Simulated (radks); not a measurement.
Values are calculated unless marked as measured or tabulated.
All-electron atom: I V in [Kr] 4d10 5s2 5p1 (the NIST ground configuration).

Code: a radial shooting solver on a logarithmic mesh with Libxc functionals. Model: Dirac Kohn-Sham, exchange-only B88, spin-unpolarised, spherical densities, finite nucleus; open shells are shared between the two j in proportion to 2j + 1; Fermi nuclear charge, rms radius 4.75 fm.

Energy parts (hartree):
total: -7113.23896
kinetic: 7542.05688
electron-nucleus: -17210.69499
Hartree: 2733.71615
exchange: -178.31699

Orbitals (lengths in bohr, moments of r in powers of bohr; r(max) is where P^2 peaks; r(90%) holds 90 % of the orbital's charge):
orbital,occ.,eigenvalue (hartree),r(90%),r(max),<r^2>,small-component weight
1s1/2,2,-1213.018,0.0490,0.01754,0.001005,3.81e-02
2s1/2,2,-188.7310,0.181,0.09925,0.01613,8.15e-03
2p1/2,2,-177.2004,0.162,0.07612,0.01193,8.18e-03
2p3/2,4,-166.2163,0.169,0.08091,0.01321,7.76e-03
3s1/2,2,-39.37577,0.462,0.2858,0.1127,2.41e-03
3p1/2,2,-34.60552,0.457,0.2722,0.1074,2.35e-03
3p3/2,4,-32.53867,0.474,0.2829,0.1155,2.24e-03
3d3/2,4,-24.12639,0.450,0.2299,0.09721,2.12e-03
3d5/2,6,-23.69165,0.455,0.2329,0.09955,2.09e-03
4s1/2,2,-8.22938,1.07,0.6805,0.6175,6.92e-04
4p1/2,2,-6.56304,1.13,0.6982,0.6783,6.30e-04
4p3/2,4,-6.15849,1.17,0.7224,0.7283,5.94e-04
4d3/2,4,-3.47474,1.38,0.7718,0.9602,4.55e-04
4d5/2,6,-3.41081,1.40,0.7804,0.9833,4.45e-04
4f5/2,0,-0.82546,3.39,1.424,5.036,1.14e-04
4f7/2,0,-0.82332,3.40,1.441,5.085,1.13e-04
5s1/2,2,-2.07544,2.56,1.631,3.585,1.45e-04
5p1/2,0.333333,-1.64808,2.87,1.803,4.481,1.18e-04
5p3/2,0.666667,-1.58927,2.96,1.864,4.766,1.12e-04
5d3/2,0,-1.00056,3.91,2.407,8.158,7.08e-05
5d5/2,0,-0.99318,3.94,2.429,8.284,7.01e-05
6s1/2,0,-0.88646,5.12,3.540,14.90,4.88e-05
6p1/2,0,-0.74559,5.75,3.978,18.69,4.13e-05

The highest occupied level is 5p3/2 at -43.246 eV. The electron density at the nucleus is 2.492e+05 e/bohr^3. Summed over all electrons, <r^2> = 29.09 bohr^2, which gives a Langevin (diamagnetic) susceptibility term of -23 x 10^-6 cm^3/mol. The density falls to 0.001 e/bohr^3 at r = 3.40 bohr.
